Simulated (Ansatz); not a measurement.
The cluster Cu2Pt, relaxed as a singlet with RKS r2SCAN-D4/def2-TZVP in Ansatz, starting from the GFN1-xTB geometry. Force threshold 0.02 eV/Å.

In the def2 sets Pt takes a core potential; there is no spin–orbit coupling. The structure comes from a short search, and lower isomers may exist.

Start:

```csv
atom,x (Å),y (Å),z (Å)
Pt1,-1.270,-0.346,-0.050
Cu2,0.321,1.266,0.428
Cu3,0.949,-0.920,-0.378
```

```
step  energy (eV)  largest force component (eV/Å)  SCF passes
   1  -92530.4882                           0.735          39
   2  -92530.5044                           0.092          26
   3  -92530.5048                           0.017          25
   4  -92530.5049                           0.002          26
```

Force components are those of the run's own axes.

End:

```xyz
3

Pt   -1.301   -0.355   -0.051
Cu    0.338    1.267    0.427
Cu    0.963   -0.912   -0.376
```

By distances, no bond broke or formed. The bond that changes most is Pt1–Cu2, from 2.31 to 2.35 Å (atoms count from 1).

The force fell under the threshold at step 3, but the optimiser went on. No frequencies were taken in this run, so the end may be a saddle point.

Run time 11 s (4 threads of Arm Neoverse V2 on a shared host).
